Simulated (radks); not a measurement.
Problem. Excited configurations of Ce IV: one electron is placed in a higher orbital outside [Xe]. The ground configuration is [Xe] 4f1. Calculated with a radial shooting solver on a logarithmic mesh with Libxc functionals: scalar-relativistic Kohn-Sham, LDA (Slater exchange, Perdew-Wang correlation), spin-unpolarised, spherical densities, finite nucleus; Fermi nuclear charge, rms radius 4.8771 fm. Excitation = E - E(ground); binding = E(ion) - E, where the ion is the core of charge +4; n* = 4/sqrt(2 binding) in atomic units, and the quantum defect is n - n*.

| outer orbital | excitation (eV) | binding (eV) | n* | quantum defect | eigenvalue (eV) | <r> (bohr) |
|---|---|---|---|---|---|---|
| 6s | 11.660 | 26.465 | 2.868 | 3.132 | -23.305 | 3.233 |
| 6d | 23.053 | 15.072 | 3.800 | 2.200 | -13.181 | 4.888 |
| 6f | 28.760 | 9.365 | 4.821 | 1.179 | -8.127 | 7.378 |
| 7p | 25.688 | 12.437 | 4.184 | 2.816 | -11.059 | 6.532 |
| 7d | 28.645 | 9.481 | 4.792 | 2.208 | -8.401 | 8.126 |
| 7f | 31.600 | 6.525 | 5.776 | 1.224 | -5.768 | 11.31 |

Estimate the row for 5f.

Solution. excitation (eV) 23.785; binding (eV) 14.341; n* 3.896; quantum defect 1.104; eigenvalue (eV) -11.948; <r> (bohr) 4.141. The Delta-SCF ionisation energy is 38.125 eV (NIST Atomic Spectra Database: 36.91 eV, semi-empirical). Self-interaction in the functional shifts the binding energies and quantum defects, so they are the method's values and not measured ones. Spin polarisation and multiplet splitting are left out, so open shells lie too high by an amount that depends on their filling. Spin-orbit splitting is averaged out at the scalar-relativistic level.

Beside tabulated values, note that spin-unpolarised runs miss the spin-polarisation part of the exchange energy of open shells.
